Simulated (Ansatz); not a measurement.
Input file for Ansatz (a first-principles code): U-CCSD(T)/def2-TZVPP on BiH3 (SMILES [BiH3]), a point of a bond scan (R = 2.425 Å). Elements past Kr take the def2 small-core potentials; no spin–orbit coupling. The run froze 9 orbitals, filled d shells among them.

Ansatz 0.2 input:
```yaml
crystal:
  periodic: [false, false, false]
  atoms:
    - {symbol: Bi, position_ang: [0.00064571, -0.00113707, 0.03585399]}
    - {symbol: H, position_ang: [-1.98515489, -0.28762798, -1.32686374]}
    - {symbol: H, position_ang: [0.91972929, -1.10344750, -1.04483824]}
    - {symbol: H, position_ang: [0.49699466, 1.41117705, -0.95747634]}
basis:
  gaussian:
    orbitals: def2-TZVPP
correlation: {method: ccsd_t, electrons: outside_noble_gas}
scf: {omitted_lower_state_checks: [cluster_reference]}
magnetization: {spin_polarized: true, initial_magnetization: 0}
```

The log:

```
WARN ansatz: RAYON_NUM_THREADS=1 ignored (pool sized by the plan → 1); use --threads N
Functional definition: HF
these checks for a lower state are left out or cut short: cluster_reference
integrals: 0.14 GiB planned
682 factors; integrals over basis functions are off by at most 1.2e-3 eV
mean field: 0.20 GiB planned
mean field evaluation 1: about -5855.8548 eV, gradient 5.8e0 eV
mean field evaluation 2: about -5855.8565 eV, gradient 5.8e0 eV
mean field evaluation 4: about -5856.2452 eV, gradient 1.1e0 eV
mean field evaluation 8: about -5856.2549 eV, gradient 9.2e-4 eV
mean field evaluation 16: about -5856.4204 eV, gradient 1.6e-2 eV
mean field evaluation 32: about -5852.1962 eV, gradient 1.1e1 eV
mean field -5856.42044543 eV, -215.2194817451 hartree, gradient 1.6e-6 eV, S^2 0.446448; 3 other end points of the search recorded, 0 dependent functions left out
9 core orbitals not correlated
reference -5856.42044543 eV, -215.2194817451 hartree; 4, 4 occupied and 79, 79 virtual orbitals, 682 factors
second order -3.29898410 eV of doubles, -0.00000000 eV of singles
coupled cluster: 0.34 GiB planned
cycle   1  -3.80695479 eV  change   -5.1e-1 eV  update   7.9e-2
cycle   2  -4.11359232 eV  change   -3.1e-1 eV  update   5.2e-2
cycle   3  -4.24180244 eV  change   -1.3e-1 eV  update   3.9e-2
cycle   4  -4.38779134 eV  change   -1.5e-1 eV  update   2.6e-2
cycle   5  -4.41327384 eV  change   -2.5e-2 eV  update   1.1e-2
cycle   6  -4.42497213 eV  change   -1.2e-2 eV  update   2.7e-3
cycle   7  -4.42591612 eV  change   -9.4e-4 eV  update   1.0e-3
cycle   8  -4.42544824 eV  change    4.7e-4 eV  update   4.3e-4
cycle   9  -4.42573152 eV  change   -2.8e-4 eV  update   1.9e-4
cycle  10  -4.42570448 eV  change    2.7e-5 eV  update   6.6e-5
cycle  11  -4.42573454 eV  change   -3.0e-5 eV  update   2.7e-5
cycle  12  -4.42572443 eV  change    1.0e-5 eV  update   1.0e-5
cycle  13  -4.42571555 eV  change    8.9e-6 eV  update   3.8e-6
cycle  14  -4.42571287 eV  change    2.7e-6 eV  update   1.6e-6
coupled cluster: 0.34 GiB planned
perturbative correction -0.16837021 eV, -0.0061874911 hartree
Total energy: -5861.01452850 eV, -215.3883111842 hartree
Checks for a lower state left out: cluster_reference
```

The run converged. Its determinant has ⟨S²⟩ = 0.45, a mixture of spin states.

Cost: roughly 6 core-seconds.
